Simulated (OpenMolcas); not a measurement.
Mo2+.

```yaml
Program: OpenMolcas
Method: CASSCF
Basis: ANO-R2 [7s5p4d2f1g]
Scalar_Hamiltonian: X2C, finite nucleus
Active_space: 4 electrons in 10 orbitals (4d 5d)
State_averaging: 2S+1 = 5 even, 5 roots; 2S+1 = 3 even, 45 roots; 2S+1 = 1 even, 49 roots
Spin-orbit_coupling: RASSI with atomic mean-field integrals over the reference wave functions, term energies averaged over their components
```

Levels without dynamic correlation, in cm-1 above 4d4 5D0:

```
     Level      E
4d4 3P0(1)  15454
   4d4 3H4  15157
4d4 3F3(1)  17592
   4d4 3G3  19446
```

On this reference, MS-CASPT2, IPEA 0.25 Eh, imaginary shift 0.1 Eh (closed shells correlated: 4s 4p) puts 4d4 3P0(1) at 11670 cm-1.

Question: Estimate the other levels at that method by one scale factor, and say how well it serves.

Answer: The factor is 11670 / 15454 = 0.755. Scaled values beside those that MS-CASPT2 gives and measured ones (Sugar and Musgrove, J. Phys. Chem. Ref. Data 17, 155 (1988)):
```tsv
Level	Scaled	MS-CASPT2	Miss (%)	Measured
4d4 3H4	11444	13520	-15.4	12680
4d4 3F3(1)	13282	14750	-10.0	13948
4d4 3G3	14682	16780	-12.5	15871
```
For these levels the scaled values miss MS-CASPT2 by up to 15.4 %, as correlation changes each term by its own factor, spin-orbit parts do not scale and CASPT2 has its own spread within terms. This holds within one configuration; levels of others move differently, and the target method has errors of its own against measurement.

CASPT2 breaks the degeneracy within a term, and the mean is taken; among the terms shown or strongly mixed into the levels shown the widest spread is 220 cm-1 (4d4 3G, MS-CASPT2). Active for correlation alone: 5d; no level in the range computed is led by a configuration that fills it, so any true level of that kind is missing. Without dynamic correlation excited terms often stand tens of per cent too high (terms of higher spin than the ground term too low), and those without a measured partner can miss by more than the paired ones (holds for CASSCF). Measured partners are found by configuration, term and J. A level has none where our copy of the source lacks it or the pairing is in doubt (some pairs that miss far off the trend of their configuration count as doubtful), and it then counts in no deviation. Only configurations of the active space appear.

A number in round brackets counts repeated terms of one configuration in the order of the reference energies.
